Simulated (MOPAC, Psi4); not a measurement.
Conformational energy of C₇H₁₀OS, SMILES CCc1ccc(OC)s1, singlet. Scanned: dihedral C1–C2–C3–S9; all other coordinates were relaxed at GFN2-xTB. Points at φ and −φ are mirror images. Heavy atoms are numbered in the order of the SMILES CCc1ccc(OC)s1, hydrogens after them in the order of the atoms that carry them; the mirror image has the same energies with the sign of each dihedral reversed.

Methods: AM1, restricted, heats of formation // GFN2-xTB (MOPAC); PBE-D3(BJ)/def2-SVP // GFN2-xTB (Psi4).

Energies relative to the lowest point of each profile, in kJ/mol:

```tsv
φ / °	AM1
-150	1.2
-120	0.0
-90	0.2
-60	0.7
-30	0.8
0	1.0
30	0.8
60	0.7
90	0.2
120	0.0
150	1.2
180	1.5
```

Task: Predict the corresponding PBE-D3(BJ)/def2-SVP column.

Result: -150: 2.9; -120: 3.7; -90: 1.3; -60: 0.0; -30: 2.4; 0: 4.9; 30: 2.4; 60: 0.0; 90: 1.3; 120: 3.7; 150: 2.9; 180: 0.9 (kJ/mol).
